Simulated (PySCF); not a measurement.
# Magnetisability: `CC(=O)[C@@H](F)/C=C/Cl`, C₅H₆ClFO

Geometry:
```tsv
atom	x (Å)	y (Å)	z (Å)
C1	-1.755	0.546	-0.794
C2	-0.915	0.879	0.397
O3	-0.845	1.960	0.914
C4	-0.069	-0.293	0.930
F5	-0.571	-1.495	0.488
C6	1.345	-0.091	0.474
C7	1.945	-0.900	-0.385
Cl8	3.554	-0.650	-0.919
H9	-2.259	1.437	-1.158
H10	-1.126	0.118	-1.572
H11	-2.488	-0.209	-0.516
H12	-0.119	-0.308	2.027
H13	1.828	0.785	0.878
H14	1.476	-1.781	-0.795
```

Computed, not measured: GIAO BHandHLYP/pcSseg-1 magnetisability, rotational g tensor and spin-rotation constants, non-relativistic, gas phase in PySCF. Geometry: GFN2-xTB.

(1) How diamagnetic is it, and how anisotropic?

(2) Split it along the inertial axes a, b, c into diamagnetic and paramagnetic parts about the centre of mass, with the quadrupole moment.

(3) And the rotational g tensor?

Answers

(1) Isotropic -1163 × 10⁻³⁰ J/T², or -70.0 × 10⁻⁶ cm³/mol; principal values -1304, -1206, -978 × 10⁻³⁰ J/T², anisotropy 289 × 10⁻³⁰ J/T² (root of half the summed squared differences of the principal values). The susceptibility is in cgs units.

(2) 
```csv
axis,χ (10⁻⁶ cm³/mol),diamagnetic (10⁻⁶ cm³/mol),paramagnetic (10⁻⁶ cm³/mol),summed x² of all electrons (Å²),quadrupole Θ (D Å)
a,-74.1,-469.7,395.7,308.5,-2.98
b,-63.6,-1494.0,1430.4,67.1,-4.67
c,-72.4,-1593.7,1521.3,43.6,+7.65
```
Anisotropies 2χaa − χbb − χcc = -12.2 and 2χbb − χaa − χcc = +19.4 × 10⁻⁶ cm³/mol. Θ is traceless in Buckingham's convention.

(3) 
| axis | rotational constant (GHz) | g | nuclear part | electronic part |
| --- | --- | --- | --- | --- |
| a | 3.1505 | -0.0343 | 0.5513 | -0.5856 |
| b | 0.7993 | -0.0123 | 0.5249 | -0.5372 |
| c | 0.7355 | -0.0107 | 0.5149 | -0.5256 |

Asymmetric top; isotopes 12C, 35Cl, 19F, 1H, 16O; no vibrational averaging.
